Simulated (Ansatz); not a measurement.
Relaxation of GaH5N2 (8 atoms, charge 0, multiplicity 1), to a largest force component of 0.02 eV/Å in at most 40 steps.

Method: Ansatz 0.2.0, RKS B3LYP-D4/def2-SVP.

```xyz
8
Properties=species:S:1:pos:R:3
Ga 0.000 0.000 0.000
H 0.000 0.000 1.570
N 1.671 0.000 -0.965
H 2.138 -0.918 -1.217
H 2.123 0.918 -1.243
N -1.671 0.000 -0.965
H -2.340 -0.816 -0.866
H -1.920 0.816 -1.594
```

Q: Where does it end, and by what steps?

A: The run converged. After 12 steps the energy has fallen by 1.243 eV; H4 moved furthest, 1.34 Å.

```json
{"step": "0", "energy less start (eV)": "0.0000", "largest force component (eV/Å)": "1.953", "accepted": "yes"}
{"step": "1", "energy less start (eV)": "-0.4607", "largest force component (eV/Å)": "1.163", "accepted": "yes"}
{"step": "2", "energy less start (eV)": "-0.6890", "largest force component (eV/Å)": "0.746", "accepted": "yes"}
{"step": "3", "energy less start (eV)": "-0.8054", "largest force component (eV/Å)": "0.712", "accepted": "yes"}
{"step": "4", "energy less start (eV)": "-0.8895", "largest force component (eV/Å)": "0.758", "accepted": "yes"}
{"step": "5", "energy less start (eV)": "-0.9774", "largest force component (eV/Å)": "0.564", "accepted": "yes"}
{"step": "6", "energy less start (eV)": "-1.0671", "largest force component (eV/Å)": "0.512", "accepted": "yes"}
{"step": "7", "energy less start (eV)": "-1.1518", "largest force component (eV/Å)": "0.433", "accepted": "yes"}
{"step": "8", "energy less start (eV)": "-1.2142", "largest force component (eV/Å)": "0.263", "accepted": "yes"}
{"step": "9", "energy less start (eV)": "-1.2411", "largest force component (eV/Å)": "0.063", "accepted": "yes"}
{"step": "10", "energy less start (eV)": "-1.2411", "largest force component (eV/Å)": "0.085", "accepted": "no"}
{"step": "11", "energy less start (eV)": "-1.2416", "largest force component (eV/Å)": "0.023", "accepted": "yes"}
{"step": "12", "energy less start (eV)": "-1.2435", "largest force component (eV/Å)": "0.009", "accepted": "yes"}
```

```xyz
8
Properties=species:S:1:pos:R:3
Ga -0.003 0.038 0.008
H -0.008 0.128 1.562
N 1.547 0.115 -0.947
H 1.607 0.062 -1.958
H 2.459 0.249 -0.527
N -1.544 -0.157 -0.944
H -2.462 -0.223 -0.519
H -1.597 -0.212 -1.955
```

Whether the end is a true minimum wasn't checked by a vibrational analysis.

Run time: 50 s on 1 thread of Intel(R) Xeon(R) Platinum 8259CL CPU @ 2.50GHz (Skylake/Cascade Lake), on a shared host, peak memory 0.19 GiB.
